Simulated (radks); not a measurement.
The numbers below are computed, except where a source is named.
Problem. The mean radii <r> (bohr) of the occupied orbitals of an atom or ion are listed with their occupations. Code: a radial shooting solver on a logarithmic mesh with Libxc functionals. Model: Dirac Kohn-Sham, PBEsol, spin-unpolarised, spherical densities, point nucleus.

| orbital | occ. | <r> |
|---|---|---|
| 1s1/2 | 2 | 0.02458 |
| 2s1/2 | 2 | 0.1048 |
| 2p1/2 | 2 | 0.08796 |
| 2p3/2 | 4 | 0.09416 |
| 3s1/2 | 2 | 0.2784 |
| 3p1/2 | 2 | 0.2681 |
| 3p3/2 | 4 | 0.2803 |
| 3d3/2 | 4 | 0.2513 |
| 3d5/2 | 6 | 0.2552 |
| 4s1/2 | 2 | 0.6387 |
| 4p1/2 | 2 | 0.6580 |
| 4p3/2 | 4 | 0.6858 |
| 4d3/2 | 4 | 0.7440 |
| 4d5/2 | 6 | 0.7540 |
| 5s1/2 | 2 | 1.543 |
| 5p1/2 | 2 | 1.736 |
| 5p3/2 | 4 | 1.817 |
| 4f5/2 | 0.857143 | 1.210 |
| 4f7/2 | 1.14286 | 1.226 |

Name the element and its charge. Open shells, if any, are shared by 2j + 1.

Solution. Z = 58, cerium, charge +2: Ce2+ in [Xe] 4f2. The 1s radius gives Z: for a bare nucleus <r> = (2 gamma + 1)/(2Z) with gamma = sqrt(1 - (Z/c)^2), 0.02424 bohr for Z = 58, and screening makes it slightly larger (0.02458 here). The occupations add up to 56, and the charge is Z minus that.
